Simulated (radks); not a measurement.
Neutral promethium inside a hard spherical wall (all orbitals vanish at R), configuration held at [Xe] 4f5 6s2 and not refilled when levels cross. All-electron calculation, scalar-relativistic Kohn-Sham, PBEsol, spin-polarised, spherical densities, finite nucleus; open shells are filled with parallel spins first (spin-orbit coupling, left out, can overturn this in heavy ions); Fermi nuclear charge, rms radius 4.962 fm. Program: a radial shooting solver on a logarithmic mesh with Libxc functionals. Eigenvalues in eV for spin up, with the zero of energy where the potential of the charges vanishes at infinity; a dash marks a level that is unbound or too diffuse for the functional's potential to be trusted. A positive occupied level is held by the wall or, in an anion where self-interaction has pushed it up, behind a barrier. The pressure on the wall is -dE/dV.

R (bohr)  E (hartree)  kinetic (hartree)    e(5s)    e(5p)   e(6s)   e(4f)  e(5d, empty)  e(6p, empty)  pressure (GPa)
free      -10016.5269          10681.581  -42.678  -23.286  -3.641  -3.189        -2.020        -1.235               0
20        -10016.5269          10681.581  -42.678  -23.286  -3.641  -3.189        -2.020        -1.234        < 0.0001
15        -10016.5268          10681.581  -42.674  -23.282  -3.638  -3.185        -2.016        -1.218        0.000308
10        -10016.5232          10681.611  -42.464  -23.075  -3.473  -2.978        -1.832        -0.838          0.0790
8         -10016.5043          10681.723  -41.875  -22.497  -2.920  -2.397        -1.303         0.163           0.739
6         -10016.3900          10682.218  -40.145  -20.833  -0.572  -0.654         0.431         3.926            8.22
5         -10016.1699          10683.060  -38.259  -19.056   3.136   1.342         2.628         9.396            33.6
3         -10012.3572          10697.175  -23.355   -3.675  48.639  19.087        24.183        65.952            1680
2.5       -10006.9457          10715.499   -9.066   12.783  98.478  35.186        46.677        122.25            6400
2          -9991.3403          10764.076   26.394   54.486  215.88  67.678        100.75        249.50           31000
